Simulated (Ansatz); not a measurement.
Basis-set extrapolation for C₂H₅Al₂N (`N[C]1=[C]([AlH2])[AlH]1`) (PBE0-D4/def2-TZVP geometry, frozen core, Ansatz 0.2.0). Multiplicity 1, RHF reference.

```
                      def2-TZVPP   def2-QZVPP
                 HF  -616.921912  -616.941810
    MP2 correlation    -0.672343    -0.718757
CCSD(T) correlation    -0.740524      not run
```

Energies in hartree. Use E(X) = E(∞) + A·exp(−7.88·√X) for Hartree–Fock and E(X) = E(∞) + B·X^(−2.97) for correlation, with X = 3 and 4, and add CCSD(T) minus MP2 of the smaller set to the MP2 limit.

**Question.** What is the CCSD(T) energy at the basis-set limit?

**Answer.** HF limit: -616.941810 + (-0.019898) × 0.13774 = -616.94455. MP2 limit: -0.718757 + (-0.046414) × 0.74074 = -0.75314. Higher-order term: -0.740524 − (-0.672343) = -0.06818. Total: -617.76587 hartree, 271.6 kJ/mol below CCSD(T)/def2-TZVPP.
